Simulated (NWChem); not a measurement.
SnCl3 cation; SMILES [Cl][Sn+]([Cl])[Cl]

All runs: NWChem. All runs use the structure optimised with PBE0/def2-SVP. def2 effective core potentials on Sn; no spin-orbit coupling. Level SCAN/def2-SVP: energy and gradient on several grids; changes count from the extra-fine grid, which is no exact limit either.

```csv
grid,size of the energy change (μHa),largest change of a gradient component (μHa/bohr)
xcoarse,80000,400
coarse,6000,100
medium,4000,< 30
fine,3000,100
xfine,< 10,< 30
```
